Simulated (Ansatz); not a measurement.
A nudged elastic band was laid between two geometries of Cl₃HSi (5 atoms, charge 0, multiplicity 1).

Computed with RKS PBE0/def2-SVP in Ansatz.

```
movable images  : 5
climbing image  : yes
spring          : 5.0 eV/Å²
optimiser       : quadratic models (default)
start path      : through a guess of the saddle point
force threshold : 0.05 eV/Å
iteration limit : 10
end points      : relaxed
```

Initial state:

```xyz
5
Properties=species:S:1:pos:R:3
Si 0.165 0.000 0.247
H -0.079 0.000 1.702
Cl 2.178 0.000 -0.114
Cl -0.671 1.668 -0.592
Cl -0.671 -1.668 -0.592
```

Final state:

```xyz
5
Properties=species:S:1:pos:R:3
Si -1.026 0.000 0.111
H 1.656 0.000 2.104
Cl 1.969 0.000 0.855
Cl -0.840 1.621 -1.209
Cl -0.840 -1.621 -1.209
```

Task: Which bonds break or form, and what moves?

Result: Bonds broken: Si1–H2, Si1–Cl3. Bonds formed: H2–Cl3. Cl3HSi becomes Cl2Si + ClH.

Task: Give the energies along the band, and the barrier.

Result: The run converged. The highest image is number 3 of 0 to 6, 280.7 kJ/mol above the first end and 58.5 kJ/mol above the last; the last end lies 222.1 kJ/mol above the first. Neighbouring images differ by up to 1.5 eV, so the band resolves the path poorly. Another band between the same ends (5 images) ends at a top of the same energy, where a vibrational analysis finds 1 clearly imaginary mode. The orbitals stay closed-shell, which can raise the energy where a bond breaks towards radicals; this wasn't checked here.

```json
{"image": "0", "path coordinate (Å)": "0.00", "energy (kJ/mol)": "0.0", "Si1–H2 (Å)": "1.48", "Si1–Cl3 (Å)": "2.04", "H2–Cl3 (Å)": "2.90"}
{"image": "1", "path coordinate (Å)": "0.46", "energy (kJ/mol)": "39.1", "Si1–H2 (Å)": "1.46", "Si1–Cl3 (Å)": "2.07", "H2–Cl3 (Å)": "2.46"}
{"image": "2", "path coordinate (Å)": "0.92", "energy (kJ/mol)": "181.1", "Si1–H2 (Å)": "1.48", "Si1–Cl3 (Å)": "2.24", "H2–Cl3 (Å)": "1.99"}
{"image": "3", "path coordinate (Å)": "1.37", "energy (kJ/mol)": "280.7", "Si1–H2 (Å)": "1.64", "Si1–Cl3 (Å)": "2.52", "H2–Cl3 (Å)": "1.59"}
{"image": "4", "path coordinate (Å)": "1.87", "energy (kJ/mol)": "240.7", "Si1–H2 (Å)": "2.16", "Si1–Cl3 (Å)": "2.92", "H2–Cl3 (Å)": "1.32"}
{"image": "5", "path coordinate (Å)": "2.38", "energy (kJ/mol)": "227.2", "Si1–H2 (Å)": "2.75", "Si1–Cl3 (Å)": "3.06", "H2–Cl3 (Å)": "1.29"}
{"image": "6", "path coordinate (Å)": "2.88", "energy (kJ/mol)": "222.1", "Si1–H2 (Å)": "3.34", "Si1–Cl3 (Å)": "3.09", "H2–Cl3 (Å)": "1.29"}
```

Task: What is the geometry of the highest image?

Result: 
```xyz
5
Properties=species:S:1:pos:R:3
Si -0.411 0.000 0.369
H 0.847 0.000 1.414
Cl 2.110 0.000 0.445
Cl -0.812 1.655 -0.788
Cl -0.812 -1.655 -0.788
```

The band took 10 iterations and of the order of 2.5 core-minutes.

Time of the run: 2.5 min on 1 thread of Arm Neoverse V1 (shared host), peak memory 0.18 GiB.
